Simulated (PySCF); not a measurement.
**How methods differ on the ionisation energy of Cr**

Cr [Ar] 3d5 4s1 (7S) → Cr⁺ [Ar] 3d5 (6S), as a difference of total energies. All numbers are calculated (PySCF 2.14, the spin-free X2C one-electron Hamiltonian (Gaussian nucleus), in x2c-QZVPPall with one added diffuse shell each of s, p, d, f, g type (12s8p6d4f3g, 121 functions)). Correlated levels: valence: [Ar] frozen; valence and next inner shell: [Ne] frozen. The calculations carry no spin-orbit coupling.

```json
{"method": "UHF", "ionisation energy (eV)": "6.008", "error (eV)": "-0.759"}
{"method": "LDA", "ionisation energy (eV)": "7.593", "error (eV)": "+0.826"}
{"method": "PBE", "ionisation energy (eV)": "7.390", "error (eV)": "+0.623"}
{"method": "PBE0", "ionisation energy (eV)": "7.050", "error (eV)": "+0.283"}
{"method": "r2SCAN", "ionisation energy (eV)": "7.354", "error (eV)": "+0.587"}
{"method": "TPSS", "ionisation energy (eV)": "7.217", "error (eV)": "+0.450"}
{"method": "M06-2X", "ionisation energy (eV)": "6.595", "error (eV)": "-0.172"}
{"method": "r2SCANh", "ionisation energy (eV)": "7.238", "error (eV)": "+0.471"}
{"method": "MP2 (valence)", "ionisation energy (eV)": "6.524", "error (eV)": "-0.243"}
{"method": "SCS-MP2 (valence)", "ionisation energy (eV)": "6.180", "error (eV)": "-0.587"}
{"method": "MP2 (valence and next inner shell)", "ionisation energy (eV)": "6.772", "error (eV)": "+0.005"}
{"method": "SCS-MP2 (valence and next inner shell)", "ionisation energy (eV)": "6.413", "error (eV)": "-0.354"}
```

Reference: 6.767 eV (measured; NIST Atomic Spectra Database, ionization energies).

Errors of the correlated levels include the incompleteness of this basis and the frozen core.
